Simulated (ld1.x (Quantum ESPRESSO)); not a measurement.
## Pseudopotential generation for Pm (Z = 61): ultrasoft, LDA (PZ), non-relativistic.

Pm (Z = 61), ultrasoft, made with ld1.x (Quantum ESPRESSO) 7.5 (LDA (PZ), non-relativistic). Core [Kr] 4d10 4f4, reference 5s2 5p6 5d1 6s2 6p0. Waves: 5s (bound): rcut 2.35, rcutus 2.85 bohr; 6s (bound): rcut 2.35, rcutus 2.85 bohr; 5p (bound): rcut 2.35, rcutus 2.90 bohr; 6p (bound, empty): rcut 2.35, rcutus 2.90 bohr; 5d (bound): rcut 2.35, rcutus 3.25 bohr; 5d channel at 2.85 Ry: rcut 2.35, rcutus 3.25 bohr. Local part: all-electron potential smoothed inside 2.95 bohr (lloc = -1). Core correction: none. Augmentation charge: PSQ, inside the norm-conserving radii.

Poles of the logarithmic derivatives, all-electron (AE) and pseudo (PS). s: poles at -3.0, 1.3 (AE) and -3.0, 1.3 (PS) Ry. p: poles at -1.8, 2.0 (AE) and -1.8, 1.5, 4.9 (PS) Ry. d: poles at 0.1, 3.6 (AE) and 0.1, 3.6 (PS) Ry. Test radius 3.56 bohr.

* Configuration tests: test run stopped at test 5 of 9 (negative rho), 1 before it not solved; not counted: 5s2 5p6 5d0 6s0 6p0 (solver errors, printed error -502 eV)
* Lowest eigenvalue of the overlap operator: -0.07 (s channel); it is negative, so in a basis up to 400 Ry S is not positive definite and the file is unfit for use
* Density cutoff estimated by the generator: 76 Ry

The ghost test of this file was not conclusive. Its overlap operator is not positive definite in a basis up to 400 Ry (lowest eigenvalue s -0.07), so the file is unfit for use: the generalised eigenproblem breaks down once the basis is large enough, and its test numbers describe a broken file.
